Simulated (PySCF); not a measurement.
## ECD: `InChI=1S/C3H7ClSi2/c4-3(6)1-2-5/h2H,5-6H3`

Molfile (atoms numbered from 1):
```
C3H7ClSi2
     RDKit          3D

 13 12  0  0  0  0  0  0  0  0999 V2000
   -2.2591    0.4696   -1.1380 Si  0  0  0  0  0  4  0  0  0  0  0  0
   -1.0974   -0.9917   -0.9313 C   0  0  0  0  0  0  0  0  0  0  0  0
    0.1948   -0.8750   -1.1036 C   0  0  0  0  0  0  0  0  0  0  0  0
    1.4871   -0.6998   -1.2398 C   0  0  0  0  0  0  0  0  0  0  0  0
    2.6295   -0.2168    0.1700 Si  0  0  0  0  0  4  0  0  0  0  0  0
    2.2613   -0.9117   -2.7999 Cl  0  0  0  0  0  0  0  0  0  0  0  0
   -3.2670    0.1704   -2.1997 H   0  0  0  0  0  0  0  0  0  0  0  0
   -2.9886    0.7182    0.1426 H   0  0  0  0  0  0  0  0  0  0  0  0
   -1.4609    1.6715   -1.5111 H   0  0  0  0  0  0  0  0  0  0  0  0
   -1.5051   -1.9766   -0.6619 H   0  0  0  0  0  0  0  0  0  0  0  0
    1.8133   -0.0633    1.4089 H   0  0  0  0  0  0  0  0  0  0  0  0
    3.6622   -1.2774    0.3569 H   0  0  0  0  0  0  0  0  0  0  0  0
    3.3081    1.0685   -0.1675 H   0  0  0  0  0  0  0  0  0  0  0  0
  1  2  1  0
  2  3  2  0
  3  4  2  0
  4  5  1  0
  4  6  1  0
  1  7  1  0
  1  8  1  0
  1  9  1  0
  2 10  1  0
  5 11  1  0
  5 12  1  0
  5 13  1  0
M  END
```

Computed with TDDFT CAM-B3LYP/def2-TZVPD circular dichroism and optical rotation, one conformer, gas phase (PySCF 2.14.0). Geometry: PBE0-D3(BJ)/def2-SVP.

No stereocentre is labelled: unless the shape is locked (an allene, a helicene, a hindered biaryl), the mirror image is equally populated and a measured rotation or CD is zero.

**Question.** Which excitations and rotatory strengths does the calculation give?

**Answer.** Rotatory strengths R in 10⁻⁴⁰ esu² cm², velocity form and length form (origin at the centre of mass); f in length form.
```tsv
state	E (eV)	λ (nm)	f	R (velocity)	R (length)	main
1	4.53	274	0.0002	0.0	0.0	HOMO→LUMO 0.96
2	5.96	208	0.001	-5.0	-5.1	HOMO−1→LUMO+1 0.79
3	6.05	205	0.010	-0.7	-0.7	HOMO→LUMO+1 0.45, HOMO−1→LUMO 0.40
4	6.39	194	0.002	+1.2	+1.3	HOMO→LUMO+2 0.66, HOMO→LUMO+3 0.11
5	6.44	193	0.187	-0.5	-0.4	HOMO−2→LUMO 0.63, HOMO→LUMO+1 0.19
6	6.67	186	1.136	+5.8	+7.0	HOMO−1→LUMO 0.49, HOMO−2→LUMO 0.20
7	6.91	179	0.019	+0.7	+0.6	HOMO→LUMO+3 0.39, HOMO→LUMO+2 0.18
8	7.12	174	0.007	-23.1	-23.3	HOMO−1→LUMO+2 0.80
9	7.18	173	0.0008	-0.4	-0.5	HOMO−2→LUMO+1 0.76, HOMO−2→LUMO+2 0.08
10	7.44	167	0.019	-42.5	-42.1	HOMO→LUMO+4 0.47, HOMO→LUMO+8 0.18
11	7.50	165	0.007	+16.4	+16.5	HOMO→LUMO+5 0.76
12	7.55	164	0.004	+5.4	+5.0	HOMO→LUMO+6 0.51, HOMO→LUMO+10 0.12
```

Among the states computed, the strongest CD band (largest |R|) is state 10. The largest dissymmetry factor in size, g = 4R/(D+G), with D and G the electric and magnetic dipole strengths, is -0.051 for state 2 (velocity form, f = 0.0009), among bands with |R| over 0.5. The mirror image has the same energies and oscillator strengths and all R with the opposite sign.
